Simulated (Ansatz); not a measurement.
Molecule: sum formula InCl2F (charge 0, singlet). SMILES: [F][In]([Cl])[Cl]
Coordinates optimised at B3LYP-D3(BJ)/def2-TZVP (Ansatz, a quantum-chemistry and plane-wave program):
```
In
F 1 1.9408
Cl 1 2.3064 2 117.58
Cl 1 2.3064 2 117.58 3 -180.00
```

Quantity: vertical ionisation energy (to the doublet state of charge +1; each state is the SCF solution reached for its spin), in eV. Cores are frozen in the correlated levels unless marked. UHF or UKS for open shells. Spin-orbit coupling is left out. The frozen core is the preceding noble-gas configuration, with the filled d and f shells of earlier blocks. Past Kr the def2 sets carry scalar-relativistic core potentials. CBS marks a two-point X^-3 extrapolation of the correlation energy; Hartree-Fock from the larger set.

| level | program | vertical ionisation energy (eV) |
|---|---|---|
| HF/def2-SVPD | Ansatz | 11.41 |
| HF/def2-TZVPPD | Ansatz | 11.15 |
| SVWN5/def2-TZVPD | Ansatz | 11.50 |
| PBE/def2-TZVPD | Ansatz | 11.26 |
| B3LYP/def2-TZVPD | Ansatz | 11.70 |
| PBE0/def2-TZVPD | Ansatz | 11.77 |
| B2PLYP/def2-TZVPD | Ansatz | 12.05 |

Task: Estimate the value at CCSD(T)/CBS(def2-TZVPPD,def2-QZVPPD) as computed with Ansatz.

Result: 12.32 eV
